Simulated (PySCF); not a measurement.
C₂H₉NSi. Atoms are numbered in the order given.

```xyz
13

Si     1.3545     0.0110     0.0000
N     -0.3776    -0.1475     0.0000
C     -1.1472     0.0289    -1.2148
H     -0.5311    -0.1885    -2.1012
H     -2.0118    -0.6616    -1.2337
H     -1.5493     1.0579    -1.3289
C     -1.1472     0.0289     1.2148
H     -2.0118    -0.6616     1.2337
H     -0.5311    -0.1885     2.1012
H     -1.5493     1.0579     1.3289
H      1.8751     1.4208     0.0000
H      1.8781    -0.6521    -1.2292
H      1.8781    -0.6521     1.2292
```
Charge 0, spin multiplicity 1.

The structure is a stationary point at B3LYP-D3(BJ)/def2-SVP.

The numbers are results of PBE/pcSseg-1 (PySCF), not measurements.

GIAO shieldings, no solvent; atoms alike by connectivity are averaged. δ = σ(ref) − σ: ²⁹Si against TMS (σ = 335.4 ppm); ¹⁵N against NH3 (σ = 267.0 ppm); ¹³C against TMS (σ = 182.0 ppm); ¹H against TMS (σ = 31.49 ppm), references at their B3LYP-D3(BJ)/def2-TZVP geometries, non-relativistic.

**Question.** Estimate the chemical shifts. (Estimate from the structure and the level; the computed values follow.)

**Answer.** 
| nucleus | atoms | count | δ (ppm) |
|---|---|---|---|
| ²⁹Si | Si1 | 1 | -44.8 |
| ¹⁵N | N2 | 1 | 20.2 |
| ¹³C | C3, C7 | 2 | 45.0 |
| ¹H | H11, H12, H13 | 3 | 5.05 |
| ¹H | H4, H5, H6, H8, H9, H10 | 6 | 2.86 |
